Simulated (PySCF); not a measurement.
Compound: 3-ethoxypropionaldehyde, C5H10O2.
Bonds: C1–C2, C2–O3, O3–C4, C4–C5, C5–C6, C6–O7 (double). Hydrogens: H8, H9, H10 on C1; H11, H12 on C2; H13, H14 on C4; H15, H16 on C5; H17 on C6.

Level: B3LYP/def2-SVPD in PySCF, non-relativistic, on one gas-phase PBE0-D3(BJ)/def2-SVP geometry that isn't relaxed in the solvent. The solvent is an IEF-PCM continuum (Bondi radii, 1.10 Å for H, scaled by 1.2), and excitations are vertical TDDFT with non-equilibrium linear response and a frozen core. Only the electrostatic response of the medium enters.

Gas-phase singlets (H = HOMO, L = LUMO):

```csv
state,E (eV),λ (nm),f,leading configurations
S1,4.356,285,0.000,H-1→L 97%
S2,5.496,226,0.002,H→L 98%
S3,6.810,182,0.016,H→L+1 91%
S4,6.911,179,0.015,"H-1→L+1 72%, H-1→L+2 23%"
S5,7.159,173,0.000,H-2→L 95%
```

Task: What are the lowest 5 singlets in cyclohexane (ε = 2.017)?

Result: 
| state | E (eV) | λ (nm) | f | leading configurations | change by rank (eV) |
| --- | --- | --- | --- | --- | --- |
| S1 | 4.397 | 282 | 0.000 | H-1→L 99% | +0.041 |
| S2 | 5.466 | 227 | 0.002 | H→L 100% | -0.030 |
| S3 | 6.823 | 182 | 0.021 | H→L+1 92% | +0.013 |
| S4 | 6.998 | 177 | 0.017 | H-1→L+1 71%, H-1→L+2 26% | +0.087 |
| S5 | 7.133 | 174 | 0.001 | H-2→L 94% | -0.026 |

Task: Give the list for acetonitrile (ε = 35.69), n² = 1.81.

Result: 
```tsv
state	E (eV)	λ (nm)	f	leading configurations	change by rank (eV)
S1	4.478	277	0.000	H-1→L 99%	+0.122
S2	5.467	227	0.002	H→L 100%	-0.029
S3	6.893	180	0.017	H→L+1 93%	+0.083
S4	7.107	174	0.010	H-1→L+1 73%, H-1→L+2 25%	+0.196
S5	7.140	174	0.001	H-2→L 93%	-0.019
```

Task: The ground-state energy changes by -0.268 eV from gas to acetonitrile. By how much does the total energy of gas-phase S1 change?

Result: E(S1) = E(S0) + excitation energy, so it changes by -0.268 + 0.122 = -0.146 eV: it is lowered less than the ground state, which is what a blue shift means. This is the vertical state, with the slow part of the continuum still set for S0.

Task: How do the frontier levels move from gas to acetonitrile?

Result: 
```json
{"orbital": "LUMO+2", "gas (eV)": "0.64", "solvent (eV)": "0.91", "change (eV)": "+0.27", "Löwdin shares, gas": "C6 15 %, H17 12 %, C1 9 %, C5 9 %", "Löwdin shares, solvent": "C6 18 %, C1 14 %, O7 11 %, H17 9 %"}
{"orbital": "LUMO+1", "gas (eV)": "0.40", "solvent (eV)": "0.60", "change (eV)": "+0.20", "Löwdin shares, gas": "C2 12 %, C6 11 %, C4 11 %, C5 10 %", "Löwdin shares, solvent": "C2 12 %, C4 12 %, C6 12 %, C1 9 %"}
{"orbital": "LUMO", "gas (eV)": "-1.11", "solvent (eV)": "-1.04", "change (eV)": "+0.07", "Löwdin shares, gas": "C6 42 %, O7 36 %, C5 9 %, H17 6 %", "Löwdin shares, solvent": "C6 44 %, O7 35 %, C5 9 %, H17 6 %"}
{"orbital": "HOMO", "gas (eV)": "-7.37", "solvent (eV)": "-7.28", "change (eV)": "+0.09", "Löwdin shares, gas": "O3 56 %, C2 10 %, C4 10 %, H12 5 %", "Löwdin shares, solvent": "O3 56 %, C2 11 %, C4 10 %, H12 5 %"}
{"orbital": "HOMO-1", "gas (eV)": "-7.39", "solvent (eV)": "-7.43", "change (eV)": "-0.04", "Löwdin shares, gas": "O7 59 %, C6 15 %, C5 10 %, H17 9 %", "Löwdin shares, solvent": "O7 59 %, C6 16 %, C5 11 %, H17 10 %"}
{"orbital": "HOMO-2", "gas (eV)": "-9.10", "solvent (eV)": "-9.02", "change (eV)": "+0.08", "Löwdin shares, gas": "O3 48 %, C2 14 %, C4 11 %, C1 7 %", "Löwdin shares, solvent": "O3 46 %, C2 14 %, C4 11 %, C1 8 %"}
{"orbital": "HOMO-3", "gas (eV)": "-9.59", "solvent (eV)": "-9.37", "change (eV)": "+0.22", "Löwdin shares, gas": "C1 17 %, C2 14 %, C4 12 %, C5 9 %", "Löwdin shares, solvent": "C1 16 %, C2 14 %, C4 12 %, C5 9 %"}
```

The HOMO–LUMO gap goes from 6.26 to 6.23 eV.

The values belong to the conformer `[CH3:1][CH2:2][O:3][CH2:4][CH2:5][CH:6]=[O:7]`: C1–C2–O3–C4 -179°, C2–O3–C4–C5 180°, O3–C4–C5–C6 179°, C4–C5–C6–O7 0°.
